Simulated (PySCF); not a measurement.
Electric field gradients and quadrupole coupling constants

C5H6F2N2.
SMILES with atom numbers: `[H]/[N:9]=[CH:8]/[C@H:6]([CH2:5][C@@H:3]([C:2]#[N:1])[F:4])[F:7]` (hydrogens: H10 on C3; H11, H12 on C5; H13 on C6; H14 on C8; H15 on N9)

Cartesian coordinates in Å at the GFN2-xTB level; atoms count from 1:
```
atom  x, y, z in Å
N1    -3.494   -0.659    1.351
C2    -2.732   -0.357    0.557
C3    -1.747    0.022   -0.442
F4    -1.930    1.346   -0.792
C5    -0.329   -0.178    0.099
C6     0.718    0.061   -0.985
F7     0.631   -0.932   -1.943
C8     2.119    0.094   -0.440
N9     2.341    0.583    0.689
H10   -1.912   -0.568   -1.356
H11   -0.134    0.522    0.912
H12   -0.232   -1.198    0.476
H13    0.518    1.006   -1.511
H14    2.864   -0.327   -1.127
H15    3.314    0.594    0.985
```

Field gradients from the B3LYP/pcJ-1 density (PySCF, non-relativistic), principal values in atomic units, ordered |Vxx| ≤ |Vyy| ≤ |Vzz|:

```csv
atom,Vxx,Vyy,Vzz
N1,0.4232,0.6023,-1.0255
N9,0.2952,0.7482,-1.0435
```

Problem. Find the asymmetry η = (Vxx − Vyy)/Vzz and the couplings χ = eQV/h (234.96 MHz × Q in barn × V in au), with Q(14N) = 0.02044 b.

Solution. 
```tsv
atom	environment	nucleus	η	χzz (MHz)	χxx (MHz)	χyy (MHz)
N1	nitrile nitrogen	14N	0.17	-4.925	2.032	2.893
N9	imine nitrogen	14N	0.43	-5.01	1.42	3.59
```

Problem. What is Vzz at N1 in SI units (1 au = 9.71736 × 10²¹ V/m²)?

Solution. -1.0255 au = -9.965 × 10²¹ V/m².

Problem. And the gradient at the other heavy atoms, for which no coupling is worked out here?

Solution. 
```csv
atom,environment,Vzz (au),η
C2,nitrile carbon,-0.354,0.10
C3,sp3 C–F carbon,0.493,0.52
F4,alkyl fluorine,3.109,0.05
C5,chain CH2 carbon,-0.125,0.98
C6,sp3 C–F carbon,0.541,0.15
F7,alkyl fluorine,2.946,0.06
C8,imine carbon,0.402,0.28
```

Problem. What couplings would deuterons (Q(2H) = 0.00286 b) have in place of the hydrogens, at this geometry?

Solution. 
| atom | bonded to | bond length (Å) | Vzz (au) | η | χzz (kHz) |
| --- | --- | --- | --- | --- | --- |
| H10 | C3 | 1.101 | 0.2593 | 0.06 | 174 |
| H11 | C5 | 1.091 | 0.2816 | 0.03 | 189 |
| H12 | C5 | 1.091 | 0.2869 | 0.07 | 193 |
| H13 | C6 | 1.101 | 0.2626 | 0.05 | 176 |
| H14 | C8 | 1.097 | 0.2792 | 0.05 | 188 |
| H15 | N9 | 1.017 | 0.3780 | 0.04 | 254 |

Geometry: GFN2-xTB, one conformer, isolated molecule. GFN2-xTB bond lengths can be off by several hundredths of an ångström, more for odd bonds, and the gradients follow them. These gradients aren't converged with respect to the basis.
